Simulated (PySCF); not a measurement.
Caution: the highest occupied level lies above zero, a sign of self-interaction error and of too few diffuse functions.

Delta-SCF ions had no search for a lower state. 

Cartesian coordinates (Å):
SMILES: [SiH2-]Cl
```xyz
4

Si    -0.2611     0.0009     0.6778
Cl     1.8293    -0.0231    -0.1648
H     -0.7697     1.1188    -0.2525
H     -0.7985    -1.0965    -0.2605
```
Charge -1, spin multiplicity 1.

### Question
What is the computed total energy, vertical detachment energy (Delta-SCF) and HOMO (PySCF with r2SCAN-D4/def2-TZVPD)?

### Answer

```yaml
total_energy: -20433.34 eV
vertical detachment energy (Delta-SCF): 2.33 eV
HOMO: 0.37 eV
```
